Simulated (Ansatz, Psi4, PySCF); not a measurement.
C2H4NO, charge -1, singlet, geometry from GFN2-xTB. Base run: CCSD(T)/6-31G* run with PySCF.

PySCF was given this input:
```python
from pyscf import gto, scf, cc

mol = gto.Mole()
mol.atom = '''
    O     0.321106    1.279463    0.382909
    C    -0.071521    0.135909    0.029199
    N     0.980979   -0.778890   -0.450342
    C    -1.327930   -0.375569    0.025138
    H     0.801109   -1.730363   -0.146165
    H    -1.533231   -1.382723   -0.313662
    H    -2.177090    0.233060    0.294171
    H     1.870217   -0.465486   -0.071250
'''
mol.basis = '6-31g*'
mol.charge = -1
mol.spin = 0
mol.verbose = 4
mol.build()

mf = scf.RHF(mol)
mf.kernel()

mycc = cc.CCSD(mf)
mycc.kernel()
et = mycc.ccsd_t()
print('E(CCSD(T)) = %.10f' % (mycc.e_tot + et))
```

The same geometry, method and basis name were run in Ansatz (an electronic-structure program) and Psi4 and PySCF, at each program's defaults and at the settings that a row names. The base is PySCF at its defaults. Differences at the defaults can come from grids, fitting, cores and function types together.

```tsv
code and settings	ΔE vs base (mEh)	basis functions	E (Eh)	SCF cycles
PySCF, defaults (exact integrals, spherical functions, all electrons correlated)	0.000	64	-207.97223	11
Psi4, defaults (exact integrals, Cartesian functions, all electrons correlated)	___	68	___	13
Ansatz, defaults (factorised integrals, Cartesian functions, frozen core)	0.734	68	-207.97150	-
PySCF, frozen core	8.310	64	-207.96392	11
Psi4, exact integrals, spherical functions, frozen core	8.310	64	-207.96392	13
Ansatz, high accuracy, frozen core, Cartesian functions as the basis file defines them	0.725	68	-207.97150	-
```

Question: Complete the blanks.

Answer: 
- Psi4, defaults (exact integrals, Cartesian functions, all electrons correlated), ΔE vs base (mEh): -14.656
- Psi4, defaults (exact integrals, Cartesian functions, all electrons correlated), E (Eh): -207.98688
